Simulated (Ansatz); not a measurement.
[SiBr3]- (SiBr3⁻) was relaxed with PBE-D4 (def2-SVPD) in Ansatz in these states: charge -1 singlet, neutral doublet. The geometries follow in no particular order.

A:

Cartesian coordinates in Å:
```
Si 0.2510 0.4571 -0.1930
Br 1.7343 -0.7645 0.9789
Br -0.5255 -0.7502 -1.9266
Br -1.4598 1.0576 1.1406
```

B:

```
atom   x (Å)   y (Å)   z (Å)
 Si1   0.739   0.291  -0.367
 Br2   0.454   0.523   2.026
 Br3   0.176  -2.054  -0.577
 Br4  -1.370   1.240  -1.082
```

**Question.** Judge from the bond lengths which geometry belongs to which state (an estimate).

**Answer.** A is the neutral doublet (Si1–Br4 2.251 Å, Si1–Br2 2.251 Å, Si1–Br3 2.251 Å); B is the charge -1 singlet (Si1–Br4 2.421 Å, Si1–Br2 2.421 Å, Si1–Br3 2.421 Å).
